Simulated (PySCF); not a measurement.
**What an electron can do to SnO**

r²SCAN in PySCF with aug-cc-pVDZ(-PP) on every atom (core potentials on Sn), for the lowest determinant that a PBE0 search found; no spin–orbit coupling.

```json
{"species": "SnO", "state (unpaired electrons)": "singlet (closed shell)", "Re (Å)": "1.851", "ωe (cm⁻¹)": "826", "energy of the minimum from the neutral (eV)": "0.00", "De (eV)": "5.51", "dissociates to": "Sn + O"}
{"species": "SnO⁺", "state (unpaired electrons)": "doublet (π ↑)", "Re (Å)": "2.007", "ωe (cm⁻¹)": "623", "energy of the minimum from the neutral (eV)": "9.55", "De (eV)": "3.37", "dissociates to": "Sn⁺ + O"}
```

**Question.** Work out the lowest energy to break SnO into atoms, from its vibrational ground state.

**Answer.** D0 = De − ωe/2 = 5.51 − 0.05 = 5.46 eV (r²SCAN/aug-cc-pVDZ(-PP)).

**Question.** Work out the ionisation energy of the Sn atom at this level and the threshold of dissociative ionisation.

**Answer.** IE(Sn) = 9.55 + 3.37 − 5.51 = 7.41 eV, so Sn⁺ + O + e⁻ appears at D0 + IE(Sn) = 12.87 eV (r²SCAN/aug-cc-pVDZ(-PP)). The measured IE(Sn) is 7.344 eV (NIST ASD).

These are thermodynamic thresholds; the onsets seen under electron impact lie higher where the geometry changes, and cross-sections peak well above them.

These are scalar-relativistic numbers at best; spin–orbit coupling would shift them, the dissociation energy most. For an ion De counts to the pair picked by the measured ionisation energies or electron affinities, which need not be the lowest pair at this level. States were picked by a PBE0 search and need not be the measured ground states.
